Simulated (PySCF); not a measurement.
# Vertical excitation energies

Compound: C5H11P2 (charge +1).
InChI=1S/C5H10P2/c1-3-5-7(6)4-2/h1H,4-6H2,2H3/p+1/t7-/m1/s1

Method: TDDFT CAM-B3LYP/def2-SVPD, vertical, gas phase, core orbitals frozen in the response (PySCF). The structure is a single GFN2-xTB conformer in the gas phase; no vibrational or solvent corrections. Torsions of this conformer, `[CH:1]#[C:2][CH2:3][P@H+:4]([PH2:5])[CH2:6][CH3:7]`: C2–C3–P4–P5 -65°, C3–P4–C6–C7 177°, H–P5–P4–C3 149°, H–P5–P4–C3 56°.

Question: What does the calculation give for the low-lying excited states?

Answer: 

| state | E (eV) | E (hartree) | f | \|μ\| (D) | main configurations (H = HOMO, L = LUMO) |
| --- | --- | --- | --- | --- | --- |
| S1 | 6.44 | 0.2367 | 0.0004 | 0.13 | H-1→L+3 (42%), H-1→L+4 (12%), H-1→L+1 (10%) |
| S2 | 6.61 | 0.2430 | 0.021 | 0.91 | H→L (65%), H-2→L (14%), H-1→L (12%) |
| S3 | 6.76 | 0.2483 | 0.020 | 0.88 | H-1→L (28%), H→L+3 (15%), H-2→L (13%) |
| S4 | 6.81 | 0.2501 | 0.012 | 0.69 | H-1→L (28%), H→L (24%), H→L+3 (15%) |
| S5 | 6.88 | 0.2529 | 0.017 | 0.80 | H→L+7 (30%), H→L+6 (23%) |
| S6 | 6.96 | 0.2558 | 0.074 | 1.68 | H-2→L (50%), H-1→L (26%) |
| S7 | 7.14 | 0.2625 | 0.0074 | 0.52 | H-2→L+1 (40%), H→L+1 (38%) |
| S8 | 7.22 | 0.2655 | 0.0046 | 0.41 | H→L+1 (36%), H-2→L+1 (32%), H-1→L+1 (13%) |

Triplets, Tamm–Dancoff:

| state | E (eV) | λ (nm) | main configurations (H = HOMO, L = LUMO) |
| --- | --- | --- | --- |
| T1 | 5.39 | 230.1 | H-2→L (60%), H→L+3 (9%) |
| T2 | 5.40 | 229.8 | H-2→L (28%), H→L+3 (18%), H-1→L+6 (8%) |
| T3 | 5.88 | 210.9 | H-1→L+3 (36%), H→L+7 (12%) |

The lowest singlet comes at 193 nm (621 kJ/mol) in the vacuum ultraviolet; it is dark (f under 0.0005); its leading configuration is HOMO-1→LUMO+3 (42%). The most intense listed level is S6 at 6.96 eV (178 nm, f = 0.074), 0.52 eV above S1. Löwdin shares by element: HOMO carbon 86% or more, phosphorus 4% or more; LUMO phosphorus 66%, hydrogen 17% or more (atoms not listed hold the other 17%). Orbital energies (eV): HOMO-3 -15.69, HOMO-2 -14.29, HOMO-1 -13.45, HOMO -13.42, LUMO -4.07, LUMO+1 -3.40, LUMO+2 -3.01. The oscillator strengths of these states sum to 0.156; summed over the whole spectrum of an exact calculation they would give the number of electrons, 70 (Thomas–Reiche–Kuhn). The listed states span 0.78 eV. Only the lowest 8 singlets were computed, as vertical energies without vibronic structure.

Cost: about 2.6 min of CPU time on one thread (with the writing of density and orbital grids); the machine was shared, so the figure is rough.
